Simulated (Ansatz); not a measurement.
Ga₆N₇H₂₀²⁺, a cluster cut from zinc blende GaN (hydrogen-capped). Total charge 2; doublet. Geometry r2SCAN-D4/def2-SVP, that of the charge +1 singlet; atoms count from 1.

```tsv
atom	x (Å)	y (Å)	z (Å)
N1	-2.041	-0.377	-2.022
N2	1.721	-1.283	2.589
N3	-1.677	0.750	0.848
N4	-0.068	-1.726	0.032
N5	1.004	-0.158	-2.468
N6	1.350	0.987	0.434
N7	-0.635	2.316	-1.622
Ga8	0.104	-2.307	1.984
Ga9	-1.843	-0.990	-0.095
Ga10	-0.682	0.781	-2.860
Ga11	1.686	0.718	2.432
Ga12	-0.256	2.047	0.357
Ga13	1.454	-0.678	-0.548
H14	-2.965	0.058	-2.124
H15	-2.137	-1.232	-2.584
H16	2.587	-1.680	2.211
H17	1.788	-1.468	3.597
H18	-2.588	1.217	0.903
H19	-1.476	0.499	1.829
H20	-0.038	-2.624	-0.464
H21	1.054	-1.011	-3.036
H22	1.790	0.397	-2.826
H23	2.151	1.566	0.158
H24	-1.509	2.847	-1.709
H25	0.065	2.988	-1.957
H26	-1.111	-1.591	2.688
H27	0.388	-3.838	1.996
H28	-3.090	-1.837	0.268
H29	-0.932	1.133	-4.351
H30	0.322	1.148	3.095
H31	3.086	1.317	2.759
H32	-0.338	3.431	1.051
H33	2.836	-1.398	-0.565
```

Single mean-field runs in def2-TZVP are fitted with def2-universal-jkfit.

(1) Estimate the Mulliken populations of the heavy atoms from the PBE0/def2-TZVP orbitals of Ansatz.

(2) Where does the spin sit?

(3) And the Mayer bond orders between heavy atoms (over 0.3)?

## Answers

(1) 
```
atom  charge (e)  spin (α − β)
  N1       -0.56          0.02
  N2       -0.56          0.07
  N3       -0.52          0.00
  N4       -0.47          0.03
  N5       -0.56          0.00
  N6       -0.47          0.03
  N7       -0.56          0.02
 Ga8        0.33          0.05
 Ga9        0.30          0.01
Ga10        0.36          0.00
Ga11        0.33          0.05
Ga12        0.30          0.01
Ga13        0.26          0.00
```
Mulliken values depend strongly on the basis.

(2) Summed by element: N 0.16, Ga 0.13, H 0.71, of 1 unpaired in all. Largest on single atoms: H31 0.26, H27 0.26, H30 0.07.

(3) N1–Ga9 0.66 (2.03 Å); N1–Ga10 0.72 (1.97 Å); N2–Ga8 0.68 (2.01 Å); N2–Ga11 0.68 (2.01 Å); N3–Ga9 0.71 (1.99 Å); N3–Ga12 0.71 (1.99 Å); N4–Ga8 0.67 (2.04 Å); N4–Ga9 0.80 (1.93 Å); N4–Ga13 0.79 (1.94 Å); N5–Ga10 0.73 (1.97 Å); N5–Ga13 0.67 (2.04 Å); N6–Ga11 0.67 (2.04 Å); N6–Ga12 0.80 (1.93 Å); N6–Ga13 0.79 (1.94 Å); N7–Ga10 0.72 (1.97 Å); N7–Ga12 0.66 (2.03 Å).
